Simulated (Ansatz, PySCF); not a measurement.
System: SiCl₂, charge 0, multiplicity 1. SMILES: Cl[Si]Cl
Geometry: optimised at B3LYP-D3(BJ)/def2-TZVP (Ansatz, a program for electronic structure).

Wanted: vertical ionisation energy (to the doublet state of charge +1; each state is the SCF solution reached for its spin; for the singlet the Hartree-Fock reference is unstable and T1 is 0.013), in eV. Cores are frozen in the correlated levels unless marked. Open shells are spin-unrestricted. Spin-orbit coupling is left out. Non-relativistic. Basis-set limits of correlation are two-point, X^-3; Hartree-Fock from the larger set. The bracket is a focal-point correction in the basis named.

```
level                                                                      program  vertical ionisation energy (eV)  minus last row
-------------------------------------------------------------------------  -------  -------------------------------  --------------
PBE/def2-TZVPD                                                              Ansatz                             9.82           -0.39
PBE0/def2-TZVPD                                                             Ansatz                             9.98           -0.23
B2PLYP/def2-TZVPD                                                           Ansatz                             9.98           -0.23
MP2/aug-cc-pV(D+d)Z                                                         Ansatz                             9.95           -0.26
RI-MP2/CBS(aug-cc-pV(T+d)Z,aug-cc-pV(Q+d)Z)                                 Ansatz                            10.17           -0.04
SCS-MP2/aug-cc-pV(D+d)Z                                                     Ansatz                             9.98           -0.23
RI-MP2/CBS(aug-cc-pV(T+d)Z,aug-cc-pV(Q+d)Z)+[CCSD(T)-MP2]/aug-cc-pV(T+d)Z   Ansatz                            10.21            0.00
```

For comparison, minus the highest occupied orbital energy (PySCF): 6.85 eV at TPSS/def2-TZVPD, 10.27 eV at HF/def2-TZVPD, 7.93 eV at PW6B95/def2-TZVPD.
